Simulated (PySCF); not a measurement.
# Xenon: a sound run and one with changed settings

Sound run: Xe⁺ [Kr] 4d10 5s2 5p5, Xe²⁺ [Kr] 4d10 5s2 5p4. Computed with PySCF 2.14 in cc-pVDZ-PP with ECP28MDF, with scalar relativity through the core potential. The sound run starts from symmetry-adapted Hartree-Fock orbitals and uses a fine grid where one is needed.

Changed run: basis STO-3G, all-electron and non-relativistic. This setting is unsound on purpose.

```csv
species,method,sound run (hartree),changed run (hartree),converged
Xe⁺,UHF,-327.86494,-7161.76014,yes
Xe⁺,TPSS,-328.77543,-7163.56947,yes
Xe⁺,MN15,-328.08942,-7159.93925,yes
Xe²⁺,UHF,-327.12446,-7161.05271,yes
Xe²⁺,TPSS,-327.99893,-7162.81245,yes
Xe²⁺,MN15,-327.31938,-7159.18280,yes
```

Ionisation energy of Xe⁺:

```csv
method,sound run (eV),changed run (eV)
UHF,20.150,19.250
TPSS,21.130,20.600
MN15,20.954,20.584
```

A minimal basis cannot let orbitals breathe on ionisation and holds almost no correlation. The Hamiltonian changed with the basis, so the totals do not compare.

For comparison, NIST gives 20.975 eV between the lowest levels.
